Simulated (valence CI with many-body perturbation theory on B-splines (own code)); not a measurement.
P9+: key properties

Calculated by relativistic CI+MBPT: four valence electrons over a frozen Dirac-Fock core [He], a basis of 11 s, 11 p, 10 d, 8 f, 5 g, 2 h functions for each j, with the one-electron correlation potential Σ1 (screened to all orders), the two-electron term Σ2, the three-electron term Σ3, Breit, model QED; selected single and double excitations, second order for the rest, scaled by the run's own slope (own B-spline code, finite nucleus).

No measured spectrum was set against this ion. As an estimate, levels of excited configurations hold to 0.05 to 0.15 % of their energy, terms of the ground configuration to about 0.5 %. Among the levels kept, up to 940 cm⁻¹ of a level comes from second order outside the variational space, and about a tenth of that is noise between levels of different J, which matters for small intervals.

Rates and lifetimes use the calculated energies. Strong lines usually hold to 10 to 20 %, long lifetimes can be off by a factor of two.

Task: What is the ground level?

Result: 2s²2p² ³P_0, composition 98 % 2s²2p² ³P.

Task: What is the ionisation energy?

Result: 424.55 eV; NIST lists 424.4 ± 0.09 eV (semi-empirical).

Task: Where does the other parity begin?

Result: At 2s2p³ ⁵S°_2, 167450 cm⁻¹.

Task: Name the longest-lived excited levels whose lifetime is computed, and their main decay.

Result: 2s²2p² ³P_1 at 3673 cm⁻¹ lives 1.12 s, mostly by M1 to 2s²2p² ³P_0; 2s²2p² ³P_2 at 9022 cm⁻¹ lives 486 ms, mostly by M1 to 2s²2p² ³P_1; 2s²2p² ¹D_2 at 59861 cm⁻¹ lives 17.7 ms, mostly by M1 to 2s²2p² ³P_2.

Task: How is the term ³P of the ground level split?

Result: J = 0 at 0, J = 1 at 3673, J = 2 at 9022 cm⁻¹.

Task: How well does LS coupling describe the low levels?

Result: Among the lowest 20 levels the leading LS term, summed over configurations, holds 100 % on average. For single configurations the figures are 98 % in LS and 69 % in jj coupling. Terms hardly mix: every one of these levels is at least 95 % one term.

Task: Among levels below 2672500 cm⁻¹, which E1 lines absorb most strongly from the ground level?

Result: to 2s²2p3d ³D°_1 at 4.624 nm, f = 1.08; to 2s2p²3p ³D°_1 at 4.432 nm, f = 0.183; to 2s2p³ ³S°_1 at 20.37 nm, f = 0.0831.
